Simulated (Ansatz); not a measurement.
Species: chloro(dimethyl)borane, C₂H₆BCl (charge 0, singlet). 
Coordinates optimised at B3LYP-D3(BJ)/def2-TZVP (Ansatz, an electronic-structure program):
SMILES: CB(C)Cl
```xyz
10

C      1.4255    -0.9875    -0.4063
B      0.0192    -0.3520    -0.1827
C     -1.3160    -1.0184    -0.6351
Cl    -0.0670     1.2264     0.6367
H      1.3875    -2.0783    -0.4510
H      2.1747    -0.6750     0.3208
H      1.7812    -0.6533    -1.3905
H     -1.6549    -1.6609     0.1891
H     -2.1209    -0.3108    -0.8325
H     -1.1825    -1.6752    -1.4977
```
Charge 0, spin multiplicity 1.

Quantity: vertical ionisation energy (to the doublet state of charge +1; each state is the SCF solution reached for its spin), in eV. Correlated levels leave the core frozen unless marked. UHF or UKS for open shells. Spin-orbit coupling is left out. Non-relativistic. Basis-set limits of correlation are two-point, X^-3; Hartree-Fock from the larger set. [CCSD(T)-MP2]/basis is that difference in the basis named.

RI-MP2/CBS(aug-cc-pV(T+d)Z,aug-cc-pV(Q+d)Z)+[CCSD(T)-MP2]/aug-cc-pV(T+d)Z (Ansatz) gives 11.00 eV.

Problem. Another calculation gave 10.53 eV. Which level was it?
A. SVWN5/def2-TZVPD (Ansatz)
B. wB97M-V/def2-TZVPD (Ansatz)
C. PBE/def2-TZVPD (Ansatz)
D. PBE0/def2-TZVPD (Ansatz)

Solution. D, PBE0/def2-TZVPD (Ansatz). The others give 10.33 (SVWN5), 10.75 (wB97M-V), 10.18 (PBE) eV.
